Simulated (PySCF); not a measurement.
KC⁻: from constants to spectrum

ROHF-SCS-MP2 constants of KC⁻, triplet, unpaired electrons π ↑↑ (basis K aug-pcseg-1, C aug-pcseg-1; no relativity; PySCF 2.14; masses 38.9637 and 12.0000 u):

```
ωe              : 262.4 cm⁻¹
ωexe            : 3.84 cm⁻¹
Be              : 0.24479 cm⁻¹
αe              : 0.00398 cm⁻¹
D (centrifugal) : 8.52e-07 cm⁻¹
```

Problem. Give the vibrational terms G(v) and spacings up to v = 6.

Solution. G(v) = ωe(v+½) − ωexe(v+½)².

| v | G(v) (cm⁻¹) | G(v) − G(v−1) | Bv (cm⁻¹) |
| --- | --- | --- | --- |
| 0 | 130.2 |  | 0.2428 |
| 1 | 385.0 | 254.7 | 0.2388 |
| 2 | 632.0 | 247.0 | 0.2348 |
| 3 | 871.4 | 239.4 | 0.2309 |
| 4 | 1103.0 | 231.7 | 0.2269 |
| 5 | 1327.0 | 224.0 | 0.2229 |
| 6 | 1543.4 | 216.3 | 0.2189 |

Correlated steps freeze 6 core orbitals. The state is the lowest determinant that a PBE0 search found; another state may lie lower at other levels.
